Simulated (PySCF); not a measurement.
## Electron correlation in Si (silicon, neutral)

[Ne] 3s2 3p2, high-spin 3P determinant. All numbers are calculated (PySCF 2.14, scalar relativity by spin-free X2C-1e, in aug-cc-pVDZ-DK). Frozen: [Ne]; 4 electrons correlated.

MP2 pair energies summed by pair of shells (mhartree):

| pair | energy | share (%) |
| --- | --- | --- |
| 3s-3p | -27.35 | 58.8 |
| 3s-3s | -14.15 | 30.4 |
| 3p-3p | -5.01 | 10.8 |

Total MP2 correlation energy: -46.50 mhartree.

Same-spin part -8.25 and opposite-spin part -38.25 mhartree; SCS-MP2 scales them by 1/3 and 6/5 to -48.65 mhartree.

```csv
level,correlation energy (mhartree)
CCSD,-65.98
(T),-1.28
CCSD(T),-67.26
```

Diagnostics: T1 = 0.010, D1 = 0.0289, largest double amplitude 0.079.

Cost of the coupled-cluster step: 0.13 s of wall time on 1 thread of Neoverse-V2 (shared host), for 4 correlated electrons.

Iterations:

```
CC2 = 0
CCSD nocc = (np.int64(3), np.int64(1)), nmo = (22, 22)
frozen orbitals [[0, 1, 2, 3, 4], [0, 1, 2, 3, 4]]
max_cycle = 100
direct = 0
conv_tol = 1e-08
conv_tol_normt = 1e-06
diis_space = 8
diis_start_cycle = 0
Init t2, MP2 energy = -0.0465023621798231
Init E_corr(UCCSD) = -0.0465023621817812
cycle = 1  E_corr(UCCSD) = -0.059694561609765  dE = -0.0131921994  norm(t1,t2) = 0.0577791
cycle = 2  E_corr(UCCSD) = -0.0636035096887167  dE = -0.00390894808  norm(t1,t2) = 0.022541
cycle = 3  E_corr(UCCSD) = -0.0659541233379272  dE = -0.00235061365  norm(t1,t2) = 0.0107224
cycle = 4  E_corr(UCCSD) = -0.0659596257513554  dE = -5.50241343e-06  norm(t1,t2) = 0.00236632
cycle = 5  E_corr(UCCSD) = -0.0659863562742048  dE = -2.67305228e-05  norm(t1,t2) = 0.000399878
cycle = 6  E_corr(UCCSD) = -0.0659760030663281  dE = 1.03532079e-05  norm(t1,t2) = 8.73116e-05
cycle = 7  E_corr(UCCSD) = -0.0659811968045424  dE = -5.19373821e-06  norm(t1,t2) = 1.83808e-05
cycle = 8  E_corr(UCCSD) = -0.0659799369767089  dE = 1.25982783e-06  norm(t1,t2) = 5.13267e-06
cycle = 9  E_corr(UCCSD) = -0.0659799605917272  dE = -2.36150183e-08  norm(t1,t2) = 7.16926e-07
cycle = 10  E_corr(UCCSD) = -0.0659799922680637  dE = -3.16763365e-08  norm(t1,t2) = 2.35444e-07
cycle = 11  E_corr(UCCSD) = -0.0659799934714328  dE = -1.20336911e-09  norm(t1,t2) = 4.9169e-08
UCCSD converged
E(UCCSD) = -289.5189078668533  E_corr = -0.0659799934714328
UCCSD(T) correction = -0.00128094890531913
```
